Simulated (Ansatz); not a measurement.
The input (input.yaml):

```yaml
crystal:
  lattice:
    - [10.04, 0.0, 0.0]
    - [0.0, 10.04, 0.0]
    - [0.0, 0.0, 10.04]
  atoms:
    - { symbol: Ba, position: [-0.00013377, -0.00646974, 0.00967221] }
    - { symbol: Ba, position: [0.49981392, 0.0031317, 0.02585293] }
    - { symbol: Ba, position: [-0.00010606, 0.50890891, -0.00943544] }
    - { symbol: Ba, position: [-0.00013138, -0.00645715, 0.4904866] }
    - { symbol: Ba, position: [0.23912973, 0.26413937, 0.25008495] }
    - { symbol: Ba, position: [0.49985261, 0.48617055, -0.01028194] }
    - { symbol: Ba, position: [0.49981741, 0.00320185, 0.47444333] }
    - { symbol: Ba, position: [0.76060664, 0.26414828, 0.25008454] }
    - { symbol: Ba, position: [-0.00010661, 0.50892305, 0.50956552] }
    - { symbol: Ba, position: [0.27352237, 0.7456386, 0.25012027] }
    - { symbol: Ba, position: [0.24038843, 0.24140726, 0.75005866] }
    - { symbol: Ba, position: [0.49985209, 0.48617176, 0.51043314] }
    - { symbol: Ba, position: [0.72600747, 0.74572024, 0.25012349] }
    - { symbol: Ba, position: [0.75938485, 0.24143603, 0.75005792] }
    - { symbol: Ba, position: [0.25944684, 0.75661961, 0.75007272] }
    - { symbol: Ba, position: [0.74028631, 0.75662898, 0.75007503] }
    - { symbol: H, position: [0.49968324, 0.8732728, 0.25020507] }
basis:
  ecutwfc: 420.0
kpoints:
  mp_grid: { grid: [2, 2, 2] }
hamiltonian:
  xc: pbesol
scf:
  occupations: { method: fermi_dirac, width: 0.1 }
  lower_state_search: "off"
md:
  timestep: 0.5
  n_steps: 300
  ensemble: nvt_langevin
  temperature: 1500.0
  initial_velocities: maxwell_boltzmann
  seed: 522873
  friction: 0.05
```

Command:

```bash
$ ansatz run input.yaml --threads 4 --pin off --max-ram 10240MiB --backend cpu --events-out ev --progress --plain --runs-dir out
```

Hardware: 4 threads of AMD EPYC 9R45 96-Core Processor (Zen 5) (shared host).

Q: Roughly how long does this run take, and how much memory?

A: 14 min, with a peak of 3.6 GiB, for 301 ionic steps.
